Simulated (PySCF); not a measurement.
Process, species as SMILES: N=C=O + H+ → [NH2+]=C=O
B3LYP-D3(BJ)/def2-TZVP geometries, fixed; electronic energies without zero-point terms; positive where energy is released.

Effect of the grid level at r2SCAN/def2-TZVP with PySCF, against the last row, where the proton affinity is 177.72 kcal/mol. The proton sits at the site shown, which need not be the one that binds it best. Cost is core time over that of grids.level: 0, rough, on shared machines of one kind.

```tsv
setting	grid points, largest species	largest shift of a total energy (mEh)	shift of the proton affinity (kcal/mol)	cost
grids.level: 0	4480	12.119	1.221	1×
grids.level: 1	20424	0.614	-0.015	2×
grids.level: 2	44152	-0.135	-0.004	2×
grids.level: 3	61720	0.010	0.001	3×
grids.level: 4	116160	0.002	0.000	4×
grids.level: 5	175152	0.001	-0.001	5×
grids.level: 7	358464	0.000	0.000	8×
```

Within 0.1 kcal/mol in the proton affinity: grids.level: 1; grids.level: 2; grids.level: 3; grids.level: 4; grids.level: 5. The largest shift is 12.119 mEh in a total energy and 1.221 kcal/mol in the difference.
